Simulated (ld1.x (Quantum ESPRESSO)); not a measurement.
Cu: variants of one PAW potential

Base potential:

* Element: Cu (Z = 29)
* Generator: ld1.x (Quantum ESPRESSO) 7.5
* Type: PAW
* Functional: PBEsol
* Relativity: scalar-relativistic
* Frozen core: [Ar]
* Valence charge: 11
* Reference configuration: 3d10 4s0.75 4p0.25
* Partial waves: 4s (bound): rcut 1.80, rcutus 2.05 bohr; 4s channel at 2.25 Ry: rcut 1.80, rcutus 2.05 bohr; 4p (bound): rcut 2.70, rcutus 3.35 bohr; 4p channel at 4.6 Ry: rcut 2.70, rcutus 3.35 bohr; 3d (bound): rcut 1.25, rcutus 1.30 bohr; 3d channel at 2.85 Ry: rcut 1.25, rcutus 1.30 bohr
* Local potential: all-electron potential smoothed inside 2.25 bohr (lloc = -1)
* Core correction: Bessel-smoothed model core inside 0.90 bohr
* Augmentation charge: BESSEL, radius 1.00 bohr

Cutoffs, loose and tight: the cutoffs (Ry, on a coarse ladder) from which the occupation-weighted sum of valence levels, in a spherical-Bessel basis at the reference potential, stays within 10 and 1 mRy of its value at 400 Ry. They do not see the model core or the augmentation charge, which bear on the density cutoff. Test errors are all-electron minus pseudo excitation energies from the reference, over the configurations 3d10 4s1 4p0; 3d10 4s0 4p0; 3d9 4s0 4p0; 3d7 4s0 4p0; 3d10 4s0.5 4p0; 3d9 4s2 4p0; 3d8 4s0 4p0. A dash means not determined; rows that change the core or the reference have their own tests. The largest error is taken over the tests solved by every variant that gives reliable tests at all: 3d10 4s0 4p0; 3d10 4s0.5 4p0; 3d10 4s1 4p0; 3d9 4s0 4p0.

A true bound ghost makes a file unfit for plane-wave use even where its test errors are small: the radial tests pick states by their node count and pass the ghost by. Where a test does run into it, the solver fails or the error is huge.

| change | outcome | cutoff, loose | cutoff, tight | bound ghosts | largest test error (meV) |
| --- | --- | --- | --- | --- | --- |
| base | generated | 70 Ry | 120 Ry | none | -55 |
| local potential all-electron potential smoothed inside 1.26 bohr (lloc = -1) | generated | 70 Ry | 110 Ry | none | -54 |
| local potential all-electron potential smoothed inside 1.70 bohr (lloc = -1) | generated | 70 Ry | 120 Ry | none | -54 |
| local potential all-electron potential smoothed inside 2.14 bohr (lloc = -1) | generated | 70 Ry | 120 Ry | none | -55 |
| local potential all-electron potential smoothed inside 2.50 bohr (lloc = -1) | generated | 70 Ry | 120 Ry | none | -56 |
| local potential all-electron potential smoothed inside 3.44 bohr (lloc = -1) | generated | 70 Ry | 120 Ry | none | -61 |
| local potential all-electron potential smoothed inside 3.94 bohr (lloc = -1) | generated | 70 Ry | 120 Ry | none | -69 |

What comes out with this change to the base: local potential all-electron potential smoothed inside 2.98 bohr (lloc = -1)?

outcome: generated; cutoff, loose: 70 Ry; cutoff, tight: 120 Ry; bound ghosts: s; largest test error (meV): -57.

Reading the sweep of the rcloc (base included, trends over the rows without a ghost): The loose cutoff stays near 70 Ry. The median size of the test errors (rows with all tests solved) stays near 55.2 meV. Bound ghosts are found at 2.98 bohr.
